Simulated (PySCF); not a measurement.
## TiOF + H₂O → TiO(OH) + HF

Level: PBE0 in the def2-TZVP basis family, all electrons, no relativity, computed in PySCF with density fitting; open shells unrestricted.

| species | state and structure | E (Eh) | ZPE (kJ/mol) | H(298 K) − H(0) (kJ/mol) | S° (J/(mol K)) |
| --- | --- | --- | --- | --- | --- |
| TiOF | doublet, Cs, Ti–F 1.832 Å, Ti–O 1.614 Å; F–Ti–O 125.0° | -1024.30514 | 11.0 | 12.1 | 280.4 |
| H₂O | singlet, C2v, O–H 0.960 Å (×2); H–O–H 105.1° | -76.37736 | 56.5 | 9.9 | 188.7 |
| TiO(OH) | doublet, Cs, O–H 0.956 Å, Ti–O 1.611 Å, Ti–O 1.828 Å; H–O–Ti 132.5°, O–Ti–O 116.7° | -1000.27336 | 40.4 | 13.3 | 285.1 |
| HF | singlet, C∞v, H–F 0.920 Å | -100.39188 | 24.9 | 8.7 | 173.6 |

Task: What is the electronic reaction energy?

Result: At PBE0/def2-TZVP, ΔE = 45.3 kJ/mol from the differences of the total energies times 2625.5, uphill. 

Task: Add zero-point, thermal and entropy terms for 298.15 K and 1 bar.

Result: ΔZPE = -2.2 and Δ[H(298) − H(0)] = 0.0 kJ/mol give ΔH° = 43.1 kJ/mol. ΔS° = -10.4 J/(mol K), so ΔG° = 43.1 − 298.15 × (-0.0104) = 46 kJ/mol and log₁₀K = -8.1.

Open d or f shells are single determinants, so the state found may not be the ground state. The structures come from searches over a few start shapes, so lower isomers are not excluded.
